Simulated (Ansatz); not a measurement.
Species: sum formula H₉Si₄O₃Cl (charge 0, singlet). SMILES: O([SiH3])[Si](O[SiH3])(O[SiH3])Cl
Geometry from a B3LYP-D3(BJ)/def2-TZVP (Ansatz, an electronic-structure program) optimisation:
```xyz
17

Si    -0.0084     3.0342    -0.6898
O      0.2936     1.5979     0.0559
Si    -0.0042     0.0167     0.0542
Cl     0.1408    -0.6860    -1.8791
O     -1.4910    -0.2672     0.5996
Si    -2.7099    -1.3697     0.6966
O      1.0753    -0.7498     0.9681
Si     2.6366    -1.2580     1.0871
H     -1.4590     3.1749    -0.9454
H      0.7301     3.0934    -1.9692
H      0.4531     4.1094     0.2112
H     -3.3880    -1.4753    -0.6128
H     -2.1663    -2.6905     1.0834
H     -3.6601    -0.8940     1.7220
H      2.8613    -1.6823     2.4837
H      3.5550    -0.1509     0.7401
H      2.8597    -2.3955     0.1695
```

Computed values are from Ansatz. Cores are frozen in the correlated levels unless marked. Open shells are spin-unrestricted. Spin-orbit coupling is left out. Non-relativistic. Basis-set limits of correlation are two-point, X^-3; Hartree-Fock from the larger set. [CCSD(T)-MP2]/basis is that difference in the basis named.

Task: What is the atomisation energy De at RI-MP2/CBS(aug-cc-pV(T+d)Z,aug-cc-pV(Q+d)Z)+[CCSD(T)-MP2]/aug-cc-pV(T+d)Z?

Result: 1486.8 kcal/mol.

Task: What is the T1 diagnostic at CCSD/aug-cc-pV(T+d)Z?

Result: 0.011.

Task: What is the total energy at RI-MP2/CBS(aug-cc-pV(T+d)Z,aug-cc-pV(Q+d)Z)+[CCSD(T)-MP2]/aug-cc-pV(T+d)Z?

Result: -1847.3606 Eh.

Task: What is the dipole moment at CCSD(T)/aug-cc-pV(D+d)Z?

Result: 0.58 D.
